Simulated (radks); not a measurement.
Excited configurations of neutral osmium: one electron is placed in a higher orbital outside [Xe] 4f14 5d6 6s1. The ground configuration is [Xe] 4f14 5d6 6s2. All-electron calculation, Dirac Kohn-Sham, PBE, spin-unpolarised, spherical densities, finite nucleus; open shells fill j = l - 1/2 first; Fermi nuclear charge, rms radius 5.4126 fm. Program: a radial shooting solver on a logarithmic mesh with Libxc functionals. Excitation = E - E(ground); binding = E(ion) - E, where the ion is the core of charge +1; n* = 1/sqrt(2 binding) in atomic units, and the quantum defect is n - n*.

outer orbital	excitation (eV)	binding (eV)	quantum defect	<r> (bohr)
5f5/2	8.595	0.914	1.143	17.21
6p1/2	4.542	4.967	4.345	4.071
6f5/2	8.876	0.634	1.368	29.08
7s1/2	6.916	2.593	4.709	8.334
7d3/2	8.504	1.006	3.322	19.21
7f5/2	9.051	0.459	1.557	43.55

The Delta-SCF ionisation energy is 9.510 eV (NIST Atomic Spectra Database: 8.438 eV, measured). Self-interaction in the functional shifts the binding energies and quantum defects, so they are the method's values and not measured ones. Spin polarisation and multiplet splitting are left out, so open shells lie too high by an amount that depends on their filling.

Beside tabulated values, note that spin-unpolarised runs miss the spin-polarisation part of the exchange energy of open shells.
